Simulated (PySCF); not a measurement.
Cost of one run: EPR job, C7H6NO.

Method: UKS B3LYP, pcH-1 on C H N O, non-relativistic, mean-field spin-orbit, GIAO (PySCF 2.14.0). Geometry: GFN2-xTB. Work: unrestricted SCF, g, hyperfine, density and orbital grids written, density fitting. The command runs a driver script over a list of jobs; the input below is this job's line of settings and its coordinates in Å.

Command:
```bash
OMP_NUM_THREADS=1 python probes_run.py task.json out
```

Input:
```
{"job": {"kind": "epr", "basis": "pcH-1"}, "charge": 0, "multiplicity": 2}
C      2.325345     0.843788    -0.230223
N      1.957057    -0.381650     0.360358
C      0.641315    -0.451162     0.282156
C     -0.246794    -1.451526     0.715629
C     -1.589925    -1.253239     0.499184
C     -2.075919    -0.101476    -0.129071
C     -1.226461     0.907409    -0.568539
C      0.120748     0.725484    -0.360666
O      1.144935     1.531012    -0.681684
H      2.855718     1.487729     0.486874
H      2.992546     0.687115    -1.090832
H      0.135551    -2.334005     1.200555
H     -2.296112    -2.003753     0.822398
H     -3.139491     0.007786    -0.276166
H     -1.602927     1.794478    -1.051884
```

Hardware: an Arm Neoverse V2 with one thread, no GPU (shared host). PySCF's memory limit was set to 1600 MB.

**Question.** How large is the basis?

**Answer.** 285 functions.

**Question.** Estimate the wall time.

**Answer.** About 90 s. CPU seconds by part: SCF 45, spin–orbit mean field 3.2, g tensor 36, hyperfine 0.3.

**Question.** Estimate the peak memory.

**Answer.** About 0.98 GiB. Peak memory is the resident size of the whole Python process, interpreter and libraries included.

**Question.** At this speed, how long would 20000 such jobs take on 8 cores, one job a core?

**Answer.** 20000/8 gives 2500 rounds of 90 s, about 62 h of wall time and 500 core-hours, if the jobs don't slow each other.

The host was shared with other jobs, so the times are rough.
